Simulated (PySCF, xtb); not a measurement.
B(CF3)(H)(OH) (CH₂BF₃O), SMILES OBC(F)(F)F. The values are those of a single conformer.

Harmonic wavenumbers (cm⁻¹) from GFN2-xTB run with xtb at its own minimum, in rising order: 55, 175, 232, 363, 451, 466, 577, 694, 718, 858, 938, 1017, 1030, 1057, 1154, 1409, 2698, 3512.

Task: What does PySCF 2.14.0 with B3LYP-D3(BJ)/def2-SVP give at its own minimum? (An estimate is asked for; the answer gives what the named calculation found.)

Result: 68, 212, 277, 388, 513, 522, 630, 752, 788, 888, 1008, 1143, 1162, 1176, 1298, 1485, 2669, 3770. Paired by order, the mean absolute difference is 78 cm⁻¹ and the zero-point energies are 24.9 and 26.8 kcal/mol.
